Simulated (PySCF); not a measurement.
## LiGa⁺ from Hartree–Fock to correlated methods

State: ²Σ⁺ (doublet), unpaired electrons σ ↑. Set-up: PySCF, spin-free X2C with a Gaussian nucleus, basis sets Li jorge-DZP-DKH, Ga jorge-DZP-DKH. De refers to Li⁺ + Ga in their high-spin ground configurations, without counterpoise correction. The functionals are run spin-unrestricted. A positive dipole points towards Ga; it is taken about the centre of mass and depends on that origin.

```csv
Level,Re (Å),ωe (cm⁻¹),De (eV),μ (D)
UHF,3.114,197,1.32,-8.71
UHF-MP2,3.025,208,1.40,n/a
UHF-SCS-MP2,3.040,205,1.40,n/a
UHF-CCSD,3.037,209,1.44,n/a
UHF-CCSD(T),3.033,209,1.45,n/a
PBE,3.061,191,1.47,-8.13
BP86,3.068,190,1.36,-8.41
r²SCAN,3.019,207,1.33,-8.51
M06-L,3.052,213,1.25,-8.89
PBE0,3.042,200,1.40,-8.31
BHandHLYP,3.014,204,1.38,-8.37
CAM-B3LYP,2.975,210,1.40,-8.29
```

The bond length runs from 2.975 Å (CAM-B3LYP) to 3.114 Å (UHF). De spans 1.25 eV (M06-L, meta-GGA) to 1.47 eV (PBE, GGA). Correlation at CCSD(T) changes the Hartree–Fock bond energy by +0.13 eV; the triples alone change it by +0.01 eV.

Correlated steps freeze 9 core orbitals. Correlated levels converge slowly with the basis: in double zeta they bind strong bonds too weakly, by up to about 1 eV, and carry superposition errors of some tenths. Spin–orbit coupling is left out. For an ion De counts to the pair picked by the measured ionisation energies or electron affinities, which need not be the lowest pair at this level. The state was picked by a PBE0 search and need not be the measured ground state.

The whole job (state search and all levels along the bond) took about 2.3 min on 1 thread of Intel Xeon Platinum 8259CL @ 2.50GHz (shared host), peak memory 0.78 GiB.
